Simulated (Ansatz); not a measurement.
C4H9Cl3SiTe (`CC(C)(C)[Te][Si](Cl)(Cl)Cl`), 18 atoms. The species carries charge 0 and has multiplicity 1. Correlated methods include outer-core shells of Te, which these sets cover unevenly. Te takes the def2 core potential. All runs use 6 threads of an AMD EPYC 7R13 on a shared host and a share of an NVIDIA H100 80 GB. Correlated methods freeze the cores.

(1) Give the basis size and wall time and peak host memory of each of these runs in Ansatz. RKS PBE-D4/def2-TZVPP energy and forces; RKS PBE0-D4/def2-SVP energy; RKS ωB97M-V/def2-SVP energy; RKS HSE06 (plane-wave form)-D4/def2-TZVPP energy; direct RPA on PBE orbitals/def2-TZVPP energy; RKS B97M-V/def2-TZVPP energy; RKS B2PLYP (frozen core)/def2-TZVPP energy; RKS ωB97M-V/def2-QZVPP energy; RHF-CCSD(T)/def2-SVP energy; RKS PBE0-D4/def2-TZVP relaxation (12 steps); RHF-MP2/def2-QZVPP energy; RHF-CCSD(T)/def2-TZVPP energy. (An estimate is asked.)

## Answers

(1) The calculation gave: Other jobs shared the machine, so times are rough.

| level | job | functions | wall time | peak host memory (GiB) |
| --- | --- | --- | --- | --- |
| RKS PBE-D4/def2-TZVPP | energy and forces | 468 | 3.7 s | 1.1 |
| RKS B2PLYP (frozen core)/def2-TZVPP | energy | 468 | 3.8 s | 2.5 |
| RHF-CCSD(T)/def2-SVP | energy | 199 | 3.9 s | 0.83 |
| RKS B97M-V/def2-TZVPP | energy | 468 | 4.6 s | 1.2 |
| RKS HSE06 (plane-wave form)-D4/def2-TZVPP | energy | 468 | 4.8 s | 1.1 |
| RKS PBE0-D4/def2-SVP | energy | 199 | 5.5 s | 0.84 |
| direct RPA on PBE orbitals/def2-TZVPP | energy | 468 | 6.5 s | 2.5 |
| RHF-MP2/def2-QZVPP | energy | 860 | 7.5 s | 1.5 |
| RKS ωB97M-V/def2-SVP | energy | 199 | 9.5 s | 0.97 |
| RKS ωB97M-V/def2-QZVPP | energy | 860 | 18 s | 1.6 |
| RKS PBE0-D4/def2-TZVP | relaxation (12 steps) | 376 | 29 s | 1.2 |
| RHF-CCSD(T)/def2-TZVPP | energy | 468 | 37 s | 1.1 |
